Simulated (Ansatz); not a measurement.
Ansatz results at the PBE0-D4/def2-TZVP geometry: LUMO energy (ωB97M-V/def2-TZVPP) 1.87 eV; size of the dipole moment (B3LYP/def2-TZVPP) 1.89 D; HOMO–LUMO gap (PBE0/def2-TZVPP) 7.29 eV.

Each molecule was computed in one conformer, which needn't be the lowest.

Task: Which molecule gave them?
A. `[SiH3]/C=C/[SiH3]`
B. `F[SiH2]S[SiH2]Cl`
C. `CO[SiH](O)O[SiH2]O`
D. `N[SiH](O)[Si](N)(O)O`

Result: D. The others give `[SiH3]/C=C/[SiH3]`: 1.09, 0.00, 7.07; `F[SiH2]S[SiH2]Cl`: 1.34, 0.14, 7.79; `CO[SiH](O)O[SiH2]O`: 2.11, 2.96, 9.03.

B3LYP here is the variant with VWN-RPA as its local correlation; programs differ in this.
